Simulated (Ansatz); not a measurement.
Geometry optimisation, Ansatz, RHF/def2-SVP.

Input:

```yaml
crystal:
  periodic: [false, false, false]
  atoms:
    - { symbol: Ge, position_ang: [0.0, 0.0, 0.0] }
    - { symbol: O, position_ang: [0.0, 0.0, 1.77] }
    - { symbol: H, position_ang: [-0.9095, -0.2814, 2.1071] }
    - { symbol: F, position_ang: [1.5842, 0.0, -0.5594] }
    - { symbol: H, position_ang: [-0.73, 1.2648, -0.5162] }
    - { symbol: H, position_ang: [-0.73, -1.2648, -0.5162] }
basis:
  gaussian: { orbitals: def2-SVP }
hamiltonian:
  xc: hf
relax:
  f_tol: 0.02
  max_steps: 40
```

Command:

```bash
$ ansatz run input.yaml --threads 1 --pin off --max-ram 2048MiB --backend cpu --events-out ev --progress --plain --runs-dir out
```

Task: Where does it end, and by what steps?

Result: The forces met the threshold. After 14 steps the energy has fallen by 0.320 eV; H3 moved furthest, 0.75 Å.

```csv
step,energy less start (eV),largest force component (eV/Å),accepted
0,0.0000,2.878,yes
1,-0.1760,0.933,yes
2,-0.2050,0.428,yes
3,-0.2130,0.164,yes
4,-0.2199,0.642,yes
5,-0.1882,1.618,no
6,-0.2402,0.165,yes
7,-0.2589,0.371,yes
8,-0.2939,0.218,yes
9,-0.2995,0.178,yes
10,-0.3187,0.054,yes
11,-0.3193,0.037,yes
12,-0.3203,0.031,yes
13,-0.3204,0.032,yes
14,-0.3205,0.002,yes
```

```xyz
6
Properties=species:S:1:pos:R:3
Ge -0.189 0.043 -0.047
O -0.510 0.188 1.662
H -0.206 -0.499 2.235
F 1.517 -0.140 -0.226
H -0.599 1.349 -0.700
H -0.799 -1.222 -0.638
```

Run time: 26 s on 1 thread of Intel(R) Xeon(R) Platinum 8259CL CPU @ 2.50GHz (Skylake/Cascade Lake) (shared host), peak memory 0.15 GiB.
